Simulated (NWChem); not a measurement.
System: SiClF, singlet; SMILES F[Si]Cl

Parts of the log:

```
             Northwest Computational Chemistry Package (NWChem) 7.3.0
             --------------------------------------------------------

 CS  symmetry detected

                             Geometry "geometry" -> ""
                             -------------------------

 Output coordinates in angstroms (scale by  1.889725989 to convert to a.u.)

  No.       Tag          Charge          X              Y              Z
 ---- ---------------- ---------- -------------- -------------- --------------
    1 Si                  14.0000     0.66778729    -0.60753156     0.00000000
    2 F                    9.0000    -0.68172701    -1.55097155     0.00000000
    3 Cl                  17.0000    -0.18902817     1.32142269     0.00000000

 Effective nuclear repulsion energy (a.u.)     127.9445424933

      Symmetry information
      --------------------

 Group name             Cs
 Group number              2
 Group order               2
 No. of unique centers     3

                                 NWChem DFT Module
                                 -----------------

 Summary of "ao basis" -> "ao basis" (spherical)
 ------------------------------------------------------------------------------
       Tag                 Description            Shells   Functions and Types
 ---------------- ------------------------------  ------  ---------------------
 Si                       aug-cc-pvdz               11       27   5s4p2d
 F                        aug-cc-pvdz                9       23   4s3p2d
 Cl                       aug-cc-pvdz               11       27   5s4p2d

      Symmetry analysis of basis
      --------------------------

        a'         54
        a"         23

            General Information
            -------------------
          SCF calculation type: DFT
          Wavefunction type:  closed shell.
          No. of atoms     :     3
          No. of electrons :    40
           Alpha electrons :    20
            Beta electrons :    20
          Charge           :     0
          Spin multiplicity:     1
          Use of symmetry is: on ; symmetry adaption is: on
          Maximum number of iterations: 150
          AO basis - number of functions:    77
                     number of shells:    31
          Convergence on energy requested:  1.00D-06
          Convergence on density requested:  1.00D-05
          Convergence on gradient requested:  5.00D-04

              XC Information
              --------------
                       M06-2X Method XC Functional
                     Hartree-Fock (Exact) Exchange  0.540
                        M06-2X Exchange Functional  1.000
                      M06-2X Correlation Potential  1.000

             Grid Information
             ----------------
          Grid used for XC integration:  medium
          Radial quadrature: Mura-Knowles
          Angular quadrature: Lebedev.
          Tag              B.-S. Rad. Rad. Pts. Rad. Cut. Ang. Pts.
          ---              ---------- --------- --------- ---------
          Si                  1.10       88          12.0       590
          F                   0.50       49          11.0       434
          Cl                  1.00       88          12.0       590
          Grid pruning is: on
          Number of quadrature shells:   225
          Spatial weights used:  Erf1

      Superposition of Atomic Density Guess
      -------------------------------------

 Sum of atomic energies:        -847.70069266

      Non-variational initial energy
      ------------------------------

 Total energy =    -847.932779
 1-e energy   =   -1429.487804
 2-e energy   =     453.610482
 HOMO         =      -0.294835
 LUMO         =      -0.043526

      Symmetry analysis of molecular orbitals - initial
      -------------------------------------------------

  Numbering of irreducible representations:

     1 a'          2 a"

  Orbital symmetries:

     1 a'          2 a'          3 a'          4 a'          5 a'
     6 a'          7 a"          8 a'          9 a'         10 a'
    11 a"         12 a'         13 a'         14 a'         15 a'
    16 a"         17 a'         18 a"         19 a'         20 a'
    21 a"         22 a'         23 a'         24 a'         25 a"
    26 a'         27 a'         28 a'         29 a"         30 a'

   convergence    iter        energy       DeltaE   RMS-Dens  Diis-err
 ---------------- ----- ----------------- --------- --------- ---------
 d= 0,ls=0.0,diis     1   -849.4932009671 -9.77D+02  1.36D-02  5.21D-01
 d= 0,ls=0.0,diis     2   -849.4784538787  1.47D-02  5.40D-03  9.10D-01
 d= 0,ls=0.0,diis     3   -849.5602180403 -8.18D-02  1.12D-03  5.03D-03
 d= 0,ls=0.0,diis     4   -849.5606948312 -4.77D-04  3.52D-04  1.49D-03
 d= 0,ls=0.0,diis     5   -849.5609067675 -2.12D-04  1.05D-04  3.03D-05
  Resetting Diis
 d= 0,ls=0.0,diis     6   -849.5609124270 -5.66D-06  4.28D-05  2.25D-06
 d= 0,ls=0.0,diis     7   -849.5609130209 -5.94D-07  1.01D-05  1.97D-07
 d= 0,ls=0.0,diis     8   -849.5609130552 -3.43D-08  2.93D-06  7.11D-08

         Total DFT energy =     -849.560913055222
      One electron energy =    -1430.634031530487
           Coulomb energy =      512.692093781035
    Exchange-Corr. energy =      -59.563517799047
 Nuclear repulsion energy =      127.944542493276

 Numeric. integr. density =       40.000001530662

                  Occupations of the irreducible representations
                  ----------------------------------------------

                     irrep           alpha         beta
                     --------     --------     --------
                     a'               16.0         16.0
                     a"                4.0          4.0

                       DFT Final Molecular Orbital Analysis
                       ------------------------------------

[...]
```

Level: M06-2X/aug-cc-pVDZ, vertical spin-unrestricted ions. Low-valent species are run as closed-shell singlets; no triplet was tried in these runs. All runs use the structure optimised with PBE-D3(BJ)/def2-SVP.

Task: Reconstruct the input file.

Result: This is not unique; one that fits is the input that was run:
```
start job
memory heap 200 mb stack 900 mb global 1100 mb
geometry units angstroms noautoz
  Si     0.662467    -0.599868     0.000000
  F     -0.696492    -1.529652     0.000000
  Cl    -0.174854     1.337628     0.000000
end
basis spherical
  * library aug-cc-pvdz
end
dft
  xc m06-2x
  iterations 150
  vectors input atomic output neutral.movecs
end
task dft energy
charge 1
dft
  odft
  mult 2
  vectors input atomic output cation.movecs
end
task dft energy
charge -1
dft
  odft
  mult 2
  vectors input atomic output anion.movecs
end
task dft energy
```
